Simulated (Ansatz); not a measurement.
A nudged elastic band was laid between two geometries of CH2AlFO (6 atoms, charge 0, multiplicity 1).

Theory: Ansatz 0.2.0, RKS BLYP-D4/STO-3G.

| Quantity | Value |
| --- | --- |
| movable images | 7 |
| climbing image | yes |
| spring | 5.0 eV/Å² |
| optimiser | quadratic models (default) |
| start path | through a guess of the saddle point |
| force threshold | 0.03 eV/Å |
| iteration limit | 60 |
| end points | relaxed |

First end point:

```xyz
6
Properties=species:S:1:pos:R:3
F 0.828 -0.940 1.479
C 0.700 -0.193 0.285
O -0.233 -0.933 -0.764
Al -0.883 0.598 -0.330
H 1.735 -0.048 -0.156
H -2.105 1.452 -0.560
```

Last end point:

```xyz
6
Properties=species:S:1:pos:R:3
F 0.361 -1.921 1.435
C 0.150 -0.868 0.576
O 0.296 0.357 1.134
Al -0.164 0.541 -0.698
H 1.004 0.907 -1.575
H -1.605 0.919 -0.919
```

Question: What changes between the two ends?

Answer: Bonds broken: C2–H5. Bonds formed: Al4–H5.

Question: Give the energies along the band, and the barrier.

Answer: The run converged. The highest image is number 1 of 0 to 8, 43.8 kcal/mol above the first end and 73.1 kcal/mol above the last; the last end lies 29.3 kcal/mol below the first. The profile has 2 maxima (images 1, 6) with wells between them (image 4): this band takes more than one step, which may be the mechanism or a detour left from its start path. Neighbouring images differ by up to 1.9 eV, so the band resolves the path poorly. A vibrational analysis at the climbing image gives one clearly imaginary mode, 272i cm⁻¹: a first-order saddle point. The orbitals stay closed-shell, which can raise the energy where a bond breaks towards radicals; this wasn't checked here. Limits of this set-up: minimal basis.

```json
{"image": "0", "path coordinate (Å)": "0.00", "energy (kcal/mol)": "0.0", "C2–H5 (Å)": "1.13", "Al4–H5 (Å)": "2.70"}
{"image": "1", "path coordinate (Å)": "1.35", "energy (kcal/mol)": "43.8", "C2–H5 (Å)": "1.22", "Al4–H5 (Å)": "2.01"}
{"image": "2", "path coordinate (Å)": "2.07", "energy (kcal/mol)": "24.4", "C2–H5 (Å)": "1.92", "Al4–H5 (Å)": "1.57"}
{"image": "3", "path coordinate (Å)": "2.80", "energy (kcal/mol)": "-1.0", "C2–H5 (Å)": "2.63", "Al4–H5 (Å)": "1.50"}
{"image": "4", "path coordinate (Å)": "3.53", "energy (kcal/mol)": "-12.0", "C2–H5 (Å)": "2.66", "Al4–H5 (Å)": "1.50"}
{"image": "5", "path coordinate (Å)": "4.25", "energy (kcal/mol)": "-9.4", "C2–H5 (Å)": "2.93", "Al4–H5 (Å)": "1.51"}
{"image": "6", "path coordinate (Å)": "4.98", "energy (kcal/mol)": "-9.1", "C2–H5 (Å)": "3.00", "Al4–H5 (Å)": "1.51"}
{"image": "7", "path coordinate (Å)": "5.71", "energy (kcal/mol)": "-16.8", "C2–H5 (Å)": "2.90", "Al4–H5 (Å)": "1.51"}
{"image": "8", "path coordinate (Å)": "6.43", "energy (kcal/mol)": "-29.3", "C2–H5 (Å)": "2.92", "Al4–H5 (Å)": "1.51"}
```

Question: What is the geometry of the highest image?

Answer: 
```xyz
6
Properties=species:S:1:pos:R:3:forces:R:3
F 0.892 -1.283 1.419 0.00 0.00 0.00
C 0.818 -0.663 0.178 0.00 0.00 -0.01
O -0.411 -0.760 -0.445 0.00 0.00 0.00
Al -0.488 1.054 -0.828 0.00 0.00 0.00
H 1.223 0.486 0.061 0.00 0.00 0.00
H -1.992 1.101 -0.432 0.00 0.00 0.00
```

The band took 48 iterations and about 9 core-minutes.

Run time: 8.6 min on 1 thread of Arm Neoverse N1, with other jobs on the host, peak memory 0.086 GiB.
